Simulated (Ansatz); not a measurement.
`[NH2][Nb]([F])(=[S])[Cl]` + H₂O → `[NH2][Nb]([OH])([F])=[S]` + HCl  (formal hydrolysis of the Nb–Cl bond)

Calculated with Ansatz (gas phase, PBE0-D4/def2-TZVP geometries, no zero-point term in ΔE). CCSD(T)/CBS adds triple-zeta CCSD(T) − MP2 to the extrapolated MP2 energy (def2 sets, frozen cores). This one scheme is used for every species. Functionals use def2-TZVPP. B3LYP here is the variant with VWN-RPA as its local correlation; programs differ in this. HSE06 is defined as in plane-wave codes. def2 core potentials past Kr. For Nb outer-core shells are correlated without core-valence functions, which leaves a few kJ/mol of doubt a bond. One conformer a species, not always the lowest.

| level | ΔE (kJ/mol) | difference from CCSD(T)/CBS |
| --- | --- | --- |
| LDA (SPW92) | 22.4 | -10.6 |
| revPBE-D4 | 28.0 | -5.0 |
| r2SCAN-D4 | 26.9 | -6.1 |
| B97M-V | 27.5 | -5.5 |
| PBE0-D4 | 29.8 | -3.2 |
| B3LYP-D4 | 26.0 | -7.0 |
| r2SCANh-D4 | 27.8 | -5.2 |
| r2SCAN0-D4 | 28.9 | -4.1 |
| HSE06-D4 | 30.4 | -2.6 |
| BHLYP-D4 | 27.5 | -5.5 |
| CAM-B3LYP-D4 | 18.9 | -14.1 |
| ωB97X-V | 20.3 | -12.7 |
| ωB97M-V | 23.5 | -9.5 |
| B2PLYP | 29.7 | -3.3 |
| PBE-QIDH | 34.5 | 1.5 |
| PBE | 26.2 | -6.8 |
| revPBE | 27.0 | -6.0 |
| BLYP | 21.5 | -11.5 |
| r2SCAN | 26.6 | -6.4 |
| PBE0 | 28.4 | -4.6 |
| B3LYP | 23.4 | -9.6 |
| r2SCANh | 27.4 | -5.6 |
| r2SCAN0 | 28.5 | -4.5 |
| HSE06 | 28.9 | -4.1 |
| BHLYP | 23.9 | -9.1 |
| CAM-B3LYP | 17.3 | -15.7 |
| LC-ωPBE | 16.4 | -16.6 |
| RPA@PBE/def2-TZVPP | 26.0 | -7.0 |
| HF/def2-SVP | 16.6 | -16.4 |
| MP2/def2-SVP | 28.9 | -4.1 |
| CCSD(T)/def2-SVP | 18.5 | -14.5 |
| HF/def2-TZVPP | 21.3 | -11.7 |
| MP2/def2-TZVPP | 42.4 | 9.4 |
| SCS-MP2/def2-TZVPP | 35.9 | 2.9 |
| CCSD/def2-TZVPP | 25.2 | -7.8 |
| CCSD(T)/def2-TZVPP | 28.8 | -4.2 |
| HF/def2-QZVPP | 22.6 | -10.4 |
| MP2/def2-QZVPP | 45.3 | 12.3 |
| MP2/CBS(def2) | 46.6 | 13.6 |
| CCSD/CBS(def2) | 29.5 | -3.5 |
| CCSD(T)/CBS | 33.0 | 0 |

Largest T1 diagnostic among the species: 0.023, so the coupled-cluster value is less sure than usual.

In def2-TZVPP, CCSD(T) changes the Hartree–Fock value by +7.5 kJ/mol (the triples alone add +3.5 kJ/mol) and MP2 by +21.1 kJ/mol. Leaving LDA and LC-ωPBE aside and taking each functional with its dispersion term where it has one, the values spread over 15.5 kJ/mol, from CAM-B3LYP-D4 to PBE-QIDH. LDA lies −3.9 kJ/mol from PBE without D4. At CCSD(T), def2-SVP lies −14.5 kJ/mol from the extrapolated value and def2-TZVPP −4.2 kJ/mol.
